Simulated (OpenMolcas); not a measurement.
# Pd3+: ligand-field states by method

Pd3+ with 6 ligands (oxide) in octahedral coordination (Oh) at 2.24 Å. A charge of +1.5 e stands 2.6 Å behind each ligand. Ligand basis ANO-RCC-VDZP.
```
Pd    0.0000    0.0000    0.0000
O     2.2400    0.0000    0.0000
O     0.0000    2.2400    0.0000
O    -2.2400    0.0000    0.0000
O     0.0000   -2.2400    0.0000
O     0.0000    0.0000    2.2400
O     0.0000    0.0000   -2.2400
```

```yaml
Program: OpenMolcas
Basis: ANO-RCC-VDZP [6s5p3d1f]
Scalar_Hamiltonian: DKH2, point nucleus
Active_space: 7 electrons in 5 orbitals (4d)
State_averaging: 2S+1 = 4 even, 10 roots; 2S+1 = 2 even, 40 roots
Spin-orbit_coupling: RASSI with atomic mean-field integrals over the reference wave functions
```

I. CASSCF
II. SS-CASPT2, IPEA 0.25 Eh, imaginary shift 0.1 Eh (closed shells correlated: 4s 4p and the ligand valence shells)
III. SS-CASPT2, IPEA 0.25 Eh, imaginary shift 0.2 Eh (closed shells correlated: 4s 4p and the ligand valence shells)

Spin-free states (labels of O, the rotations of Oh) in cm-1, each column counted from its own energy of the first state listed:

```csv
State,Degeneracy,I,II,III
4T1,3,0,0,0
2E,2,4473,-4090,-4240
4T2,3,9487,13430,13320
2S+1 = 2,3,13039,6170,6360
2S+1 = 2,3,13337,6290,6260
```

II puts a state of multiplicity 2 lowest, 4100 cm-1 below that state. III puts a state of multiplicity 2 lowest, 4200 cm-1 below that state.

From I to II, I's first state of the same spin (4T2) moves from 9487 to 13430 cm-1, by about +3900 cm-1.

From I to II, I's first state of another spin (2E) moves from 4473 to -4090 cm-1, by about -8600 cm-1.

I: A least-squares ligand-field fit to the states below 45000 cm-1, each weighted by its degeneracy and with a free common offset, gives 10Dq = 11622 cm-1, B = 764 cm-1 and C = 3251 cm-1 (C/B = 4.26), with an rms deviation of 527 cm-1. The same method and metal basis give the free ion B = 990 cm-1 (fit to its terms below 60000 cm-1, rms deviation 15 cm-1), so the nephelauxetic ratio is β = 764 / 990 = 0.77; it hangs on how both fits weigh the states, and computed free-ion B values tend to be too large, so β mixes covalency with correlation.

χT at 300 K: I 2.94, II 0.63, III 0.63 cm3 K/mol.

Roots that are degenerate in the reference are averaged as groups; the widest CASPT2 spread within a group is 420 cm-1 (the 2-fold group of multiplicity 2 near 23900 cm-1 above the lowest state of its run, II). Shifts and gaps below about the spread of the groups concerned are not significant. Over all roots computed the reference weight is 0.55 to 0.61 in II, 0.59 to 0.62 in III; the roots of lowest weight are the least certain, and an intruder state may touch them. The least metal-like active orbital is 79 % on the metal (Löwdin) and no ligand orbital is active, so the numbers are rough. The oxide ions are held by bare point charges, a crude embedding. Ligand-to-metal charge-transfer states are missing. With no ligand orbital active B as a rule stays too high, so bands that hang on it stand too high and its fall with covalency is understated. An orbital triplet at a regular site is open to Jahn-Teller coupling, which can distort the site and quench the lowest spin-orbit gaps and is left out (holds for I). Without dynamic correlation the repulsion within the d shell is too large (B by tens of per cent), so at a given field states of lower spin stand too high (holds for I). This shell can be high or low spin here, a state of another spin lies low, and with metal d orbitals alone active their balance is uncertain, so the ground spin may be wrong (holds for I). With metal d orbitals alone the field can be off either way by tens of per cent (holds for I). An orbital doublet at a regular site is open to a Jahn-Teller distortion, which this geometry leaves out (holds for II; III). This shell can be high or low spin here, a state of another spin lies low, and with metal d orbitals alone active their balance is uncertain, so the ground spin may be wrong, although the usual error favours high spin (holds for II; III). These CASPT2 states fit no ligand-field parameters well, so their order and spin gaps are uncertain (holds for II; III). With one d shell and no ligand orbital active, 10Dq can be off by a tenth or more (holds for II; III). The distance lies 5 % over the 2.14 Å that this model takes as the normal distance (a Shannon-type radius plus a fixed donor radius); by an R⁻⁵ law this alone changes a d-shell field by about -20 %. No measured value stands beside these numbers; the geometry was imposed, not optimised, and the real ion may take another.
